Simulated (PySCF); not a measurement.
CH4ClFOSi2, SMILES O=C([SiH2]F)[SiH2]Cl. Atoms are numbered in the order given.

```xyz
10

O      0.0826    -1.0722    -2.1222
C      0.1793    -0.6347    -0.9943
Si     1.7814     0.3522    -0.5369
F      1.8691     0.4175     1.0873
Si    -1.2609    -0.8640     0.2891
Cl    -1.5992     1.0337     1.0449
H      1.7013     1.7317    -1.0873
H      2.9635    -0.3832    -1.0573
H     -2.4831    -1.3660    -0.3919
H     -0.8398    -1.7631     1.3997
```
Charge 0, spin multiplicity 1.

The structure is a stationary point at PBE0-D3(BJ)/def2-SVP. The structure was generated by enumeration, and PubChem lists no compound with its InChIKey, so it may never have been made. The values are those of a single conformer.

Two levels are set side by side: PBE/pcSseg-1 (PySCF) and PBE0/pcSseg-1 (PySCF). GIAO shifts against CFCl3 (¹⁹F), H2O (¹⁷O), HCl (³⁵Cl), TMS (²⁹Si), TMS (¹H), TMS (¹³C) at the same level; non-relativistic, no solvent, atoms listed together averaged. Without spin–orbit terms, shifts of atoms bonded to Cl or Br come out too high at both levels. Differences are taken from unrounded values.

```json
[
 {"quantity": "δ(¹⁷O) of O1 (ppm)", "PBE0": "1154.5", "PBE": "1104.1", "PBE minus PBE0": "-50.4"},
 {"quantity": "δ(¹³C) of C2 (ppm)", "PBE0": "303.0", "PBE": "300.9", "PBE minus PBE0": "-2.1"},
 {"quantity": "δ(²⁹Si) of Si3 (ppm)", "PBE0": "-31.5", "PBE": "-33.4", "PBE minus PBE0": "-1.9"},
 {"quantity": "δ(¹⁹F) of F4 (ppm)", "PBE0": "-230.8", "PBE": "-252.7", "PBE minus PBE0": "-22.0"},
 {"quantity": "δ(²⁹Si) of Si5 (ppm)", "PBE0": "-35.8", "PBE": "-38.7", "PBE minus PBE0": "-2.9"},
 {"quantity": "δ(³⁵Cl) of Cl6 (ppm)", "PBE0": "-65.0", "PBE": "-53.5", "PBE minus PBE0": "11.4"}
]
```

Rough cost on one machine, each run with all the roots and properties that it gave: PBE0 against PBE within a factor of 2.
